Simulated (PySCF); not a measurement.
C5H10Si, SMILES C=C[SiH2]/C=C/C. Atoms are numbered in the order given.

```xyz
16

C      3.1819    -0.5186     0.4428
C      1.9769    -0.0609     0.8095
Si     0.7195     0.6527    -0.3867
C     -0.8690    -0.3326    -0.3771
C     -2.0640     0.1759    -0.0328
C     -3.3622    -0.5727     0.0042
H      3.5155    -0.4916    -0.6012
H      3.8928    -0.9402     1.1631
H      1.7046    -0.1204     1.8726
H      0.3780     2.0587    -0.0090
H      1.3511     0.6470    -1.7421
H     -0.8271    -1.3957    -0.6561
H     -2.1255     1.2362     0.2515
H     -3.8045    -0.5443     1.0156
H     -3.2364    -1.6256    -0.2902
H     -4.1034    -0.1087    -0.6702
```
Charge 0, spin multiplicity 1.

Coordinates come from a B3LYP-D3(BJ)/def2-SVP optimisation. The structure was generated by enumeration; whether it is a known compound was not checked. One conformer was computed; it need not be the lowest.

All values below come from PySCF with SMD-ωB97X/def2-SVP.

Solvation free energies are E(SMD) − E(gas) at the gas-phase geometry, for 1 M in both phases. In vacuum the dipole moment is 1.03 D.

### Question
Rank water, ethylethanoate, dichloromethane by solvation free energy, most negative first.

### Answer
dichloromethane (-3.2 kcal/mol), ethylethanoate (-2.2 kcal/mol), water (2.9 kcal/mol)
